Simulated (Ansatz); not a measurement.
The lowest singlet and triplet of CClF (SMILES F[C]Cl); geometries from B3LYP-D3(BJ)/def2-TZVP, each state relaxed from the structure named, with no frequency check.
Singlet at the triplet's geometry (charge 0, multiplicity 1):
```xyz
3

F     -1.611    -0.206     0.000
C     -0.527     0.540     0.000
Cl     1.039    -0.081     0.000
```

| level | gap E(singlet) − E(triplet), vertical, at the triplet's geometry (kcal/mol) | cost |
|---|---|---|
| R-r2SCAN/def2-TZVPP | -15.09 | ×2 |
| R-B3LYP/def2-TZVPP | -21.87 | ×1 |
| U-B3LYP/def2-TZVPP | -21.96 | ×3 |
| U-PBE0/def2-TZVPP (spin-contaminated) | -18.37 | ×3 |
| R-BHLYP/def2-TZVPP | -17.31 | ×0.9 |
| U-BHLYP/def2-TZVPP (spin-contaminated) | -18.27 | ×3 |
| R-wB97X-V/def2-TZVPP | -23.20 | ×2 |
| R-B2PLYP/def2-TZVPP | -22.54 | ×2 |
| U-MP2/cc-pV(D+d)Z (spin-contaminated) | -15.47 | - |
| R-SCS-MP2/cc-pV(D+d)Z | -22.35 | - |
| U-SCS-MP2/cc-pV(T+d)Z (spin-contaminated) | -19.02 | - |
| R-CCSD/cc-pV(T+d)Z | -21.58 | - |
| R-CCSD(T)/cc-pV(D+d)Z | -23.08 | ×1 |
| U-CCSD(T)/cc-pV(D+d)Z (spin-contaminated) | -22.13 | ×2 |
| R-CCSDT/cc-pV(D+d)Z | -23.16 | - |
| SA-CASSCF(2,2)/cc-pV(Q+d)Z | -13.16 | - |
| SC-NEVPT2 on SA-CASSCF(2,2)/cc-pV(D+d)Z | -19.70 | - |
| FIC-NEVPT4(SD) on SA-CASSCF(2,2)/cc-pV(T+d)Z | -23.47 | - |
| FIC-MRCISD+Q on SA-CASSCF(2,2)/cc-pV(T+d)Z | -22.88 | - |
| FIC-MRCISD+Q on SA-CASSCF(2,2)/cc-pV(Q+d)Z | -23.14 | - |

The rows run from -23.47 (FIC-NEVPT4(SD) on SA-CASSCF(2,2)/cc-pV(T+d)Z) to -13.16 kcal/mol (SA-CASSCF(2,2)/cc-pV(Q+d)Z). The 5 R-functionals in def2-TZVPP without D3 or D4 span 8.11, from R-wB97X-V to R-r2SCAN.

A positive gap puts the triplet lower; no zero-point energy. R- takes a restricted singlet. U- takes an unrestricted singlet (broken symmetry where lower, unprojected). The triplet is unrestricted in single-reference levels. Active spaces average the two states.

Cores are frozen in the correlated methods.

Doubts at one or more of the structures used: a restricted determinant that unrestricted orbitals would lower (R-r2SCAN/def2-TZVPP, R-B3LYP/def2-TZVPP, R-BHLYP/def2-TZVPP, R-B2PLYP/def2-TZVPP, R-SCS-MP2/cc-pV(D+d)Z, R-CCSD/cc-pV(T+d)Z, R-CCSD(T)/cc-pV(D+d)Z, R-CCSDT/cc-pV(D+d)Z); T1 above 0.05 (U-CCSD(T)/cc-pV(D+d)Z (spin-contaminated)).

Run with Ansatz (Gaussian orbitals). Each number belongs to the level named beside it.

Costs are rough ratios of core time to R-PBE/def2-TZVPP (about 2.2 s over the structures, on one shared machine); a dash marks a level with no comparable run of its own.

Ansatz is a first-principles code.
